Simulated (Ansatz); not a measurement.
Born–Oppenheimer molecular dynamics of C₂H₅FOSi (10 atoms, charge 0, multiplicity 1). It starts at the highest image of a converged band. Of that band: Neighbouring images differ by up to 1.4 eV, so the band resolves the path poorly. A vibrational analysis at the climbing image gives one clearly imaginary mode, 908i cm⁻¹: a first-order saddle point.

Method: Ansatz 0.2.0, RKS B3LYP-D4/STO-3G.

| Quantity | Value |
| --- | --- |
| ensemble | NVE (velocity Verlet) |
| time step | 0.5 fs |
| steps asked | 200 |
| starting velocities drawn for | 300 K |
| seed | 11162 |

First frame:

```xyz
10
Properties=species:S:1:pos:R:3
F -1.617 0.505 1.905
Si -0.357 0.948 0.947
C -0.314 -0.183 -0.571
C 0.281 -1.608 -0.554
O 1.084 -0.175 -1.167
H -0.524 2.331 0.537
H 0.897 0.790 1.657
H -1.089 0.021 -1.338
H 0.936 -0.969 -1.872
H 0.786 -1.711 0.457
```

Q: How far do the bonds stretch over the last three quarters of this one trajectory? (Pairs bonded in most of those frames.)

A: 
```csv
bond,mean (Å),spread (Å),shortest,longest
F1–Si2,1.643,0.006,1.63,1.65
Si2–C3,1.900,0.060,1.79,2.00
Si2–H6,1.454,0.006,1.45,1.46
Si2–H7,1.451,0.016,1.43,1.47
C3–C4,1.572,0.038,1.50,1.63
C3–O5,1.546,0.031,1.49,1.59
C3–H8,1.110,0.006,1.10,1.12
C4–O5,1.692,0.062,1.61,1.82
C4–H10,1.144,0.006,1.13,1.15
O5–H9,1.036,0.024,1.00,1.07
```

Mean temperature of the second half: 272 K. The conserved energy stayed within 0.11 meV per atom of its start (net change 0.043 meV per atom), so the integration is sound. A run of 0.1 ps of so small a system gives no equilibrium averages. The orbitals stay closed-shell, which can raise the energy where a bond breaks towards radicals; this wasn't checked here. Limits of this set-up: minimal basis.

Run time: 5.8 min on 1 thread of Arm Neoverse V2, on a shared host, peak memory 0.093 GiB.
